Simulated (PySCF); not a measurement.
Isomers of C2H13NO2Si3, mass 167.025 u with the commonest isotopes. Method: PBE0/pcSseg-1 in PySCF (dipole) on a GFN2-xTB geometry, gas phase. One conformer each, none proved a minimum here; rigid rotors.

Question: Order these by radius of gyration √(Σ m r²/M), smallest first.
A. `[CH3:1][N:2]([CH3:3])[SiH2:4][O:5][SiH2:6][O:7][SiH3:8]` with C1–N2–Si4–O5 37°, N2–Si4–O5–Si6 46°, Si4–O5–Si6–O7 -87°
B. `[CH3:1][O:2][SiH:3]([O:4][CH3:5])[N:6]([SiH3:7])[SiH3:8]` with C1–O2–Si3–O4 173°, O2–Si3–O4–C5 166°, O2–Si3–N6–Si7 149°
C. `[CH3:1][CH2:2][O:3][Si@H:4]([OH:5])[SiH2:6][SiH2:7][NH2:8]` with C1–C2–O3–Si4 143°, C2–O3–Si4–O5 -52°, O3–Si4–O5–H -68°, O3–Si4–Si6–Si7 5°, Si4–Si6–Si7–N8 176°

Answer: B (2.166 Å), A (2.486 Å), C (2.521 Å).

Question: Order these by rotational constant B, largest first.
A. `[CH3:1][N:2]([CH3:3])[SiH2:4][O:5][SiH2:6][O:7][SiH3:8]` with C1–N2–Si4–O5 37°, N2–Si4–O5–Si6 46°, Si4–O5–Si6–O7 -87°
B. `[CH3:1][CH2:2][O:3][Si@H:4]([OH:5])[SiH2:6][SiH2:7][NH2:8]` with C1–C2–O3–Si4 143°, C2–O3–Si4–O5 -52°, O3–Si4–O5–H -68°, O3–Si4–Si6–Si7 5°, Si4–Si6–Si7–N8 176°
C. `[CH3:1][O:2][SiH:3]([O:4][CH3:5])[N:6]([SiH3:7])[SiH3:8]` with C1–O2–Si3–O4 173°, O2–Si3–O4–C5 166°, O2–Si3–N6–Si7 149°

Answer: C (988.6 MHz), B (666.6 MHz), A (647.5 MHz).

Question: Order these by out-of-plane moment Σ m c² = (Ia + Ib − Ic)/2, smallest first.
A. `[CH3:1][N:2]([CH3:3])[SiH2:4][O:5][SiH2:6][O:7][SiH3:8]` with C1–N2–Si4–O5 37°, N2–Si4–O5–Si6 46°, Si4–O5–Si6–O7 -87°
B. `[CH3:1][CH2:2][O:3][Si@H:4]([OH:5])[SiH2:6][SiH2:7][NH2:8]` with C1–C2–O3–Si4 143°, C2–O3–Si4–O5 -52°, O3–Si4–O5–H -68°, O3–Si4–Si6–Si7 5°, Si4–Si6–Si7–N8 176°
C. `[CH3:1][O:2][SiH:3]([O:4][CH3:5])[N:6]([SiH3:7])[SiH3:8]` with C1–O2–Si3–O4 173°, O2–Si3–O4–C5 166°, O2–Si3–N6–Si7 149°

Answer: A (28.81 u·Å²), B (39.45 u·Å²), C (139.21 u·Å²).

```tsv
SMILES	point group	Ia (u·Å²)	Ib (u·Å²)	Ic (u·Å²)	κ	μa (D)	μb (D)	μc (D)
CO[SiH](OC)N([SiH3])[SiH3]	C1	411.35	511.23	644.17	-0.08	1.15	0.49	0.71
CN(C)[SiH2]O[SiH2]O[SiH3]	C1	280.42	780.54	1003.34	-0.78	0.41	1.20	0.06
CCO[Si@H](O)[SiH2][SiH2]N	C1	343.14	758.18	1022.43	-0.65	0.33	1.18	0.35
```
